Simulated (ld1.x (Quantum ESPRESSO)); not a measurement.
## Sb (Z = 51), TM: configuration errors across variants

* Element: antimony
* Generator: ld1.x (Quantum ESPRESSO) 7.5
* Type: norm-conserving Troullier–Martins (Kleinman–Bylander form)
* Functional: BLYP
* Relativity: scalar-relativistic
* Frozen core: [Kr] 4d10
* Valence charge: 5
* Reference configuration: 5s2 5p1 (charge +2)
* Partial waves: 5p (bound): rc 1.70 bohr; 5s (bound): rc 1.50 bohr
* Local potential: the s channel
* Core correction: a·sin(br)/r model core inside 1.10 bohr

All-electron excitation energies from the reference (eV): (1) 5s2 5p3 -24.110; (2) 5s2 5p2 -15.913; (3) 5s2 5p0 24.470; (4) 5s2 5p3.3 -25.227; (5) 5s1 5p3 -7.153; (6) 5s1 5p4 -15.949; (7) 5s1 5p0 68.912.

2 further variants failed, have other tests or another functional or relativity, and are left out.

A true bound ghost makes a file unfit for plane-wave use even where its test errors are small: the radial tests pick states by their node count and pass the ghost by.

Errors AE − PS in meV (a dash: test not solved or not reliable):

```tsv
change	(1)	(2)	(3)	(4)	(5)	(6)	(7)	bound ghosts
base	-19	-6.5	-30	-21	-0.4	-4.2	-238	p
wave 5s (bound): rc 1.50 bohr becomes 5s (bound): rc 1.22 bohr	-7.8	-0.9	-14	-10.0	-28	-51	+78	p, s (extra level of the local part)
type RRKJ; rho0 0.01	-18	-6.4	-30	-20	-0.4	-4.2	-238	p
all radii but the core radius scaled by about 1.29 (s 1.94, p 2.20 bohr)	-17	-6.2	-31	-19	-1.8	-4.2	-229	none
local potential all-electron potential smoothed inside 1.25 bohr (lloc = -1)	-53	-16	-35	-63	-1.9	-21	-266	s, p, d
core correction a·sin(br)/r model core inside 1.54 bohr	-18	-6.1	-28	-20	+1.5	-2.3	-220	p
```

Problem. Give the same row for: wave 5p (bound): rc 1.70 bohr becomes 5p (bound): rc 1.98 bohr.

Solution. -17, -5.7, -28, -19, -9.0, -13, -222; bound ghosts: none.
